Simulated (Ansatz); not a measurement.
`C[SiH2][CH2][AlH][SH]` and `C[SiH2]CSS` differ in one atom or group.

Ansatz, PBE0-D4/def2-TZVP geometries, multiplicity 1. Each molecule was computed in one conformer, which needn't be the lowest.

| property | `C[SiH2][CH2][AlH][SH]` |
| --- | --- |
| LUMO energy (B3LYP/def2-TZVPP) / eV | -1.22 |
| HOMO–LUMO gap (B3LYP/def2-TZVPP) / eV | 6.19 |
| LUMO energy (ωB97M-V/def2-TZVPP) / eV | 0.57 |
| HOMO energy (ωB97M-V/def2-TZVPP) / eV | -9.87 |
| HOMO–LUMO gap (PBE/def2-TZVPP) / eV | 4.70 |
| HOMO–LUMO gap (PBE0/def2-TZVPP) / eV | 6.64 |

(1) What does the change do to each property? (Best estimate.)

## Answers

(1) The calculation gave: 
```tsv
property	`C[SiH2]CSS`	shift
LUMO energy (B3LYP/def2-TZVPP) / eV	-0.79	0.43
HOMO–LUMO gap (B3LYP/def2-TZVPP) / eV	5.80	-0.39
LUMO energy (ωB97M-V/def2-TZVPP) / eV	1.51	0.94
HOMO energy (ωB97M-V/def2-TZVPP) / eV	-8.97	0.90
HOMO–LUMO gap (PBE/def2-TZVPP) / eV	4.05	-0.65
HOMO–LUMO gap (PBE0/def2-TZVPP) / eV	6.26	-0.38
```

With PBE0 the HOMO rises by 0.87 eV and the LUMO rises by 0.49 eV, so the gap narrows by about 0.38 eV. PBE moves the HOMO by 0.89 eV and ωB97M-V by 0.90 eV.

B3LYP here is the variant with VWN-RPA as its local correlation; programs differ in this.
